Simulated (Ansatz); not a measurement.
# CH5BClNO: a line through the functionals

The species is CH5BClNO (10 atoms), meant as a singlet with charge 0. As SMILES, `NB(Cl)CO`. Geometry: relaxed at PBE0-D4/def2-TZVP. This is a higher conformer, about 10 kJ/mol above the lowest found by a separate search.

The vertical ionisation energy (to the doublet cation) y, in eV, basis 6-31G(d); a is the functional's share of exact exchange. Programs: Ansatz 0.2.0.

| functional | program | a | y (eV) |
| --- | --- | --- | --- |
| PBE | Ansatz | 0 | 9.13 |
| revPBE | Ansatz | 0 | 9.09 |
| B3LYP | Ansatz | 0.2 | 9.63 |
| PBE0 | Ansatz | 0.25 | ? |
| r2SCAN0 | Ansatz | 0.25 | 9.88 |
| BHLYP | Ansatz | 0.5 | 10.00 |

Question: Fit y = c + s·a to the known rows and predict PBE0.

Answer: 
1. Means of the 5 rows: a = 0.1900, y = 9.546.
2. Σ(Δa)² = 0.172, Σ(Δa·Δy) = 0.3273, so the slope is 0.3273/0.172 = 1.9029.
3. Intercept: 9.546 − (1.9029) × 0.1900 = 9.184. The largest residual of the fit is 0.22.
4. PBE0: 9.184 + (1.9029) × 0.25 = 9.66 eV.

The run gave 9.73 eV, so the prediction is off by -0.07 eV, within the largest residual.
